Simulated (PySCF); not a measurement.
**Spinor energies of Hf⁶⁵⁺ (hafnium, charge +65)**

Start: [He] 2s2 2p3; 2p1/2 filled at m_j = -1/2, +1/2; 2p3/2 filled at m_j = +3/2. Calculated with PySCF 2.14 in an even-tempered Gaussian basis (17 s from 49 bohr⁻², ratio 2.4; 13 p from 64 bohr⁻², ratio 2.4; 5 d from 210 bohr⁻², ratio 2.6; 4 f from 320 bohr⁻², ratio 2.6): generalised Hartree-Fock with the X2C-1e Hamiltonian and a Gaussian nucleus; one run each with spin-orbit coupling (SO) switched off, then screened by Boettger's factors.

| spinor shell | electrons | ε, spin-free (eV) | ε, screened SO (eV) | weight of nominal j (screened SO) | rms radius, screened SO (bohr) |
| --- | --- | --- | --- | --- | --- |
| 1s1/2 | 2 | -72447.3 | -72395.5 | 1.000 | 0.0214 |
| 2s1/2 | 2 | -17287.3 | -17271.6 | 1.000 | 0.0841 |
| 2p1/2 | 2 | -16114.6 | -16962.1 | 1.000 | 0.0711 |
| 2p3/2 | 1 | -16114.6 | -15694.5 | 1.000 | 0.0776 |

```tsv
quantity	spin-free	screened SO
E (hartree)	-8709.05121	-8759.70558
M_J	3/2	3/2
⟨J²⟩	3.750	3.750
⟨L²⟩	0.000	2.599
⟨S²⟩	3.750	1.462
```

Each row is a mean over spinors that exchange with the open shell spreads, by up to 65.727 eV (2s1/2).

Breit and QED terms are absent; they matter most for the inner s and p1/2 levels.

Densities and radii are taken from the X2C orbitals without a picture-change correction, which distorts them close to the nucleus.

Without spin-orbit coupling the j labels of p, d and f shells carry no meaning; the spin-free column gives the mean over the occupied spinors of each nl shell.
